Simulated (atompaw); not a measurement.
## Before and after: PAW (atompaw) potential for S

```
Element                 : sulfur
Generator               : atompaw 4.2.0.5
Type                    : PAW
Functional              : LDA (PW92)
Relativity              : non-relativistic
Frozen core             : [Ne]
Valence charge          : 6
Reference configuration : 3s2 3p3.5 (charge +0.5)
Partial waves           : 3s (bound): rc 0.65 bohr; 3s channel at -1.25 Ry: rc 0.65 bohr; 3p (bound): rc 1.60 bohr; 3p channel at 1.85 Ry: rc 1.60 bohr; 3d channel at -0.1 Ry: rc 1.60 bohr; 3d channel at 0.9 Ry: rc 1.60 bohr
Local potential         : bessel scheme, radius 1.35 bohr
Core correction         : smooth core density matched at 1.20 bohr
Augmentation charge     : sinc compensation charge, radius 1.50 bohr; PAW radius 1.60 bohr; waves and projectors: custom rrkj gramschmidtortho
```

All-electron outer shells of the reference configuration (LDA (PW92), non-relativistic, ld1.x):

```tsv
shell	level (eV)	outermost node (bohr)	outermost maximum (bohr)
3s	-22.13	0.60	1.40
3p	-11.80	0.58	1.57
```

Change: all radii scaled by about 1.09 (s 0.70, p 1.74, d 1.74 bohr); local potential bessel scheme, radius 1.46 bohr; augmentation sinc compensation charge, radius 1.62 bohr; PAW radius 1.74 bohr; waves and projectors: custom rrkj gramschmidtortho; core correction smooth core density matched at 1.30 bohr.

Cutoffs: the cutoffs (Ry, on a coarse ladder) from which the occupation-weighted sum of valence levels, in a spherical-Bessel basis at the reference potential, stays within 10 and 1 mRy of its value at 400 Ry; they do not see the model core or the augmentation charge, which bear on the density cutoff.

Task: What does the change do?

Result: The potential gets harder (120 Ry and 180 Ry → 140 Ry and 180 Ry); both files keep a bound ghost (s).

```csv
quantity,base,changed
"cutoff, loose",120 Ry,140 Ry
"cutoff, tight",180 Ry,180 Ry
loose cutoff by channel (10 mRy a level),"s 100 Ry, p 15 Ry","s 120 Ry, p 15 Ry"
bound ghosts,s,s
lowest overlap eigenvalue by channel,"s 0.59, p 0.78, d 0.96","s 0.46, p 0.79, d 0.96"
```

 A true bound ghost makes a file unfit for plane-wave use even where its test errors are small: the radial tests pick states by their node count and pass the ghost by. The cutoffs see the waves, projectors and local potential, not the compensation charge or the core.
